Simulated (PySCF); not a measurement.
**Spinor energies of Re (rhenium, neutral)**

Start: [Xe] 4f14 5d7; 5d3/2 filled at m_j = +1/2, +3/2; 5d5/2 filled at m_j = -3/2, -1/2, +1/2, +3/2, +5/2. Calculated with PySCF 2.14 in x2c-TZVPall-2c with one added diffuse shell each of s, p, d type (12s12p11d2f, 117 functions): generalised Hartree-Fock with the X2C-1e Hamiltonian and a Gaussian nucleus; spin-orbit coupling (SO) screened by Boettger's factors. This is a chosen level, not necessarily the ground level.

```
spinor shell  electrons  ε, screened SO (eV)  weight of nominal j (screened SO)  rms radius, screened SO (bohr)
       1s1/2          2             -72041.6                              1.000                          0.0204
       2s1/2          2             -12628.1                              1.000                          0.0824
       2p1/2          2             -12061.4                              1.000                          0.0700
       2p3/2          4             -10616.1                              1.000                          0.0775
       3s1/2          2              -2983.4                              1.000                           0.210
       3p1/2          2              -2731.0                              1.000                           0.202
       3p3/2          4              -2411.9                              1.000                           0.217
       3d3/2          4              -1992.9                              1.000                           0.192
       3d5/2          6              -1924.2                              1.000                           0.196
       4s1/2          2              -652.43                              1.000                           0.469
       4p1/2          2              -545.87                              1.000                           0.476
       4p3/2          4              -470.61                              1.000                           0.509
       4d3/2          4              -295.18                              1.000                           0.531
       4d5/2          6              -280.97                              1.000                           0.543
       5s1/2          2              -96.531                              1.000                            1.12
       5p1/2          2              -61.610                              0.978                            1.23
       4f5/2          6              -57.416                              0.994                           0.640
       4f7/2          8              -55.021                              0.998                           0.642
       5p3/2          4              -50.795                              0.993                            1.35
       5d3/2          2               -7.754                              0.914                            2.18
       5d5/2          5               -5.973                              0.936                            2.42
```

```json
{"quantity": "E (hartree)", "screened SO": "-16700.41163"}
{"quantity": "M_J", "screened SO": "9/2"}
{"quantity": "⟨J²⟩", "screened SO": "25.128"}
{"quantity": "⟨L²⟩", "screened SO": "28.226"}
{"quantity": "⟨S²⟩", "screened SO": "0.958"}
```

The determinant has a definite M_J but mixes levels of different J.

Each row is a mean over spinors that exchange with the open shell spreads, by up to 2.838 eV (5p1/2).

Breit and QED terms are absent; they matter most for the inner s and p1/2 levels.

Densities and radii are taken from the X2C orbitals without a picture-change correction, which distorts them close to the nucleus.
